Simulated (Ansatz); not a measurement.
C₂H₇InOSi at its PBE0-D4/def2-TZVP geometry, where that method's forces vanish. Charge 0, multiplicity 1. In takes the def2 core potential.

```xyz
12

C     2.4049   -1.2892   -0.1790
In    0.4737   -0.4125   -0.1737
C    -1.6005    0.0088   -0.6346
Si   -1.4553    1.3883    0.6524
O     0.1064    1.1835    1.0990
H     2.7063   -1.4643    0.8543
H     2.4205   -2.2264   -0.7330
H     3.1052   -0.5870   -0.6335
H    -2.2652   -0.8252   -0.4027
H    -1.7535    0.3055   -1.6737
H    -1.7234    2.7274    0.0489
H    -2.4192    1.1912    1.7755
```

Problem. What forces (eV/Å) does B3LYP-D4/def2-TZVPP give on these atoms in Ansatz 0.2.0? (Estimate.)

Solution. Ansatz gave: 
```
C1   0.312 -0.118  0.021
In2  0.108 -0.222 -0.154
C3  -0.284  0.006 -0.107
Si4 -0.252  0.237  0.102
O5   0.034  0.132  0.135
H6  -0.011  0.006 -0.061
H7  -0.003  0.057  0.033
H8  -0.036 -0.042  0.024
H9   0.049  0.049 -0.029
H10  0.011 -0.033  0.068
H11  0.014 -0.082  0.036
H12  0.058  0.011 -0.070
```

B3LYP here is the variant with VWN-RPA as its local correlation; programs differ in this.
